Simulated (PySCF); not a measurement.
Computed shifts of a molecule C4H6OSe, PBE/pcSseg-1 (PySCF), GIAO, gas phase, atoms alike by connectivity averaged where their shifts nearly agree, in ppm (number of nuclei): ¹³C: 159.1 (1), 114.4 (1), 101.7 (1), 82.4 (1). ¹H: 7.46 (1), 5.69 (1), 5.64 (1), 5.55 (1), 5.45 (1), 3.26 (1). References: ¹³C against TMS (σ = 182.0 ppm); ¹⁷O against H2O (σ = 334.3 ppm); ⁷⁷Se against Me2Se (σ = 1634.8 ppm); ¹H against TMS (σ = 31.49 ppm), references at their B3LYP-D3(BJ)/def2-TZVP geometries, non-relativistic. The structure is a stationary point at PBE0-D3(BJ)/def2-SVP. The values are those of a single conformer.

Q: Identify the compound among the candidates.
(A) C=C1CO[C@H]1[SeH]
(B) C=C[C@H]([SeH])C=O
(C) C=C1COC[Se]1
(D) [SeH][C@@H]1C=CCO1

A: A, C=C1CO[C@H]1[SeH]
